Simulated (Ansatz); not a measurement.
Species: C₃H₇N, charge 0, multiplicity 1. SMILES: NC1CC1
Structure (B3LYP-D3(BJ)/def2-TZVP (Ansatz, a quantum-chemistry and plane-wave program) minimum search):
```xyz
11

C     -0.8497    -0.8470     0.0764
C     -1.0015     0.6153    -0.2526
C      0.2265     0.1266     0.4582
N      1.4480     0.0820    -0.3035
H     -0.6250    -1.5170    -0.7419
H     -1.4652    -1.2665     0.8604
H     -1.7210     1.1983     0.3059
H     -0.8762     0.9048    -1.2868
H      0.2917     0.3716     1.5171
H      1.9213     0.9779    -0.2898
H      2.0862    -0.6120     0.0679
```
Charge 0, spin multiplicity 1.

Quantity: enthalpy of formation at 298 K, in kcal/mol. Set-up: open shells spin-unrestricted; six Cartesian d functions in 6-31G* and its kin unless marked 5d; frozen cores in correlated levels; 6-311+G** with 5d; LANL2DZ all-electron up to Ne; no dispersion term unless named; non-relativistic; no spin-orbit coupling. CBS marks a two-point X^-3 extrapolation of the correlation energy; Hartree-Fock from the larger set. [CCSD(T)-MP2]/basis is that difference in the basis named. First-principles rows: single points at B3LYP-D3(BJ) geometries (Ansatz), with unscaled harmonic terms from B3LYP/6-31G* at its own minima, enthalpies of formation by atomisation with measured atoms.

Measured values: CRC Handbook, as tabulated in the package chemicals; they hold spin-orbit and core effects, anharmonicity and other conformers. 

Value to compare with, the measured value: 18.4 kcal/mol.

```tsv
level	program	enthalpy of formation at 298 K (kcal/mol)	error
B3LYP/STO-3G	Ansatz	-125.6	-144.0
B3LYP/3-21G	Ansatz	52.2	33.8
B3LYP/LANL2DZ	Ansatz	60.9	42.5
B3LYP/6-31G	Ansatz	53.7	35.3
B3LYP/6-31G*	Ansatz	27.3	8.9
B3LYP/6-31+G*	Ansatz	32.2	13.8
B3LYP/6-31G**	Ansatz	18.5	0.1
B3LYP/def2-SVP	Ansatz	17.8	-0.6
B3LYP/cc-pVDZ	Ansatz	39.6	21.2
B3LYP/6-311+G**	Ansatz	28.7	10.3
B3LYP/def2-TZVPD	Ansatz	23.8	5.4
RI-MP2/CBS(aug-cc-pVTZ,aug-cc-pVQZ)+[CCSD(T)-MP2]/aug-cc-pVTZ	Ansatz	19.9	1.5
```

Among the 10 habitual levels, B3LYP/STO-3G lies farthest from the measured value (-144.0 kcal/mol); 8 of 10 lie above it, and their mean absolute error is 31.1 kcal/mol, the median 17.5. One case shows no general order.

The sets are all those run for this method; runs whose electronic state is in doubt are left out.
